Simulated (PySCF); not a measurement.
Molecule: SMILES O[B-](O)(O)O, [BH₄O₄]-.

Geometry:
```json
{"atom": "O1", "x (Å)": "0.114", "y (Å)": "0.893", "z (Å)": "-1.178"}
{"atom": "B2", "x (Å)": "0.000", "y (Å)": "0.001", "z (Å)": "-0.006"}
{"atom": "O3", "x (Å)": "-0.952", "y (Å)": "0.637", "z (Å)": "0.929"}
{"atom": "O4", "x (Å)": "-0.418", "y (Å)": "-1.321", "z (Å)": "-0.514"}
{"atom": "O5", "x (Å)": "1.257", "y (Å)": "-0.206", "z (Å)": "0.741"}
{"atom": "H6", "x (Å)": "-0.002", "y (Å)": "1.770", "z (Å)": "-0.802"}
{"atom": "H7", "x (Å)": "-0.688", "y (Å)": "0.285", "z (Å)": "1.783"}
{"atom": "H8", "x (Å)": "-0.950", "y (Å)": "-1.103", "z (Å)": "-1.284"}
{"atom": "H9", "x (Å)": "1.667", "y (Å)": "-0.945", "z (Å)": "0.282"}
```

Total charge -1.

Geometry PBE0-D3(BJ)/def2-SVP throughout; GIAO in PySCF 2.14.0 with density-fitted response routines, gas phase, one conformer, non-relativistic; equivalent atoms averaged; basis pcSseg-2.

Task: How do the shifts δ (against H2O, BF3·OEt2, TMS at the same level) depend on the functional? (ppm; last column core-seconds on shared hosts with different chips, so compare them loosely; the GGAs took longer than the global hybrids here, which isn't the general rule, and the cause wasn't traced)

Result: 
```csv
functional,kind,O1/O3/O4/O5,B2,H6/H7/H8/H9,core-s
HF,Hartree–Fock,52.8,2.1,-0.32,11
LDA,LDA,78.9,1.5,-0.41,18
PBE,GGA,71.1,1.6,-0.71,23
BLYP,GGA,71.2,2.2,-0.68,23
BP86,GGA,69.2,1.8,-0.71,22
OPBE,GGA,64.6,1.2,-0.84,24
KT2,GGA,67.0,2.3,-0.83,23
KT3,GGA,63.3,2.2,-0.89,23
B97-D,GGA,64.5,2.3,-0.70,23
B3LYP,global hybrid,67.3,2.1,-0.60,16
PBE0,global hybrid,65.8,1.6,-0.64,15
mPW1PW91,global hybrid,64.8,1.6,-0.65,15
WP04,global hybrid,54.0,3.1,-0.63,19
B97-2,global hybrid,62.3,1.9,-0.68,18
BHandHLYP,global hybrid,62.1,2.1,-0.48,18
CAM-B3LYP,range-separated hybrid,68.3,1.7,-0.45,25
wB97X-D,range-separated hybrid,63.8,1.5,-0.56,26
LC-wPBE,range-separated hybrid,64.8,0.5,-0.46,29
```

Task: Which nucleus moves most, in ppm?

Result: O1/O3/O4/O5 (oxygen bonded to B, H): from 52.8 ppm with HF to 78.9 ppm with LDA. The smallest spread is 0.57 ppm, at H6/H7/H8/H9.
